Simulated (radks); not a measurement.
Values are calculated unless marked as measured or tabulated.
Task: Neutral phosphorus, [Ne] 3s2 3p3. Level of theory: non-relativistic Kohn-Sham, exchange-only B88, spin-polarised, spherical densities, point nucleus (a radial shooting solver on a logarithmic mesh with Libxc functionals). Every spin shell is full or empty, so the densities are truly spherical. Functionals are evaluated on that one density, not self-consistently. Rank these orbital-free kinetic functionals by their error against the exact value of the orbitals, and give that value: Thomas-Fermi, TF + vW/9, LC94, APBEK, Perdew 92, Thakkar, LKT, DePristo-Kress.

Result: Exact: 340.711 hartree. From best to worst, with 100 (|E| - |E exact|)/|E exact| (equal figures are ties): Thakkar -0.01, DePristo-Kress +0.06, LC94 +0.18, APBEK +0.31, Perdew 92 -0.49, TF + vW/9 -0.50, Thomas-Fermi -7.38, LKT +31.36.
